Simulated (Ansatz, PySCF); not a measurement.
This Ansatz (a first-principles code) input computes a BLYP/def2-TZVPD energy:

Ansatz 0.2 input:
```yaml
crystal:
  periodic: [false, false, false]
  atoms:
    - {symbol: Bi, position_ang: [0.04526340, -0.03284952, 0.95363610]}
    - {symbol: I, position_ang: [1.09068113, 1.82953112, -0.73803030]}
    - {symbol: I, position_ang: [-1.16156533, -1.77808754, -0.75539981]}
basis:
  gaussian:
    orbitals: def2-TZVPD
hamiltonian:
  xc: {name: BLYP}
total_charge: 1
output: {forces: true}
```

Task: Write an input for the same energy in PySCF and say what it gives.

Result: 
```python
from pyscf import gto, scf, dft

mol = gto.M(
    atom='''
    Bi    0.04526340   -0.03284952    0.95363610
    I     1.09068113    1.82953112   -0.73803030
    I    -1.16156533   -1.77808754   -0.75539981
    ''',
    basis='def2-tzvpd',
    ecp='def2-tzvp',
    charge=1,
    spin=0,
    verbose=4,
)

mf = dft.RKS(mol, xc='blyp').density_fit(auxbasis='def2-universal-jkfit')
mf.grids.level = 3
mf.conv_tol = 1e-9
mf.max_cycle = 100
mf.max_memory = 1500
mf.kernel()
if not mf.converged:
    mf = mf.newton()
    mf.kernel(mf.make_rdm1())
mf.analyze()
```
It gives -809.74425 Eh, and Ansatz -809.74425 Eh, a difference of 0.00 mEh.
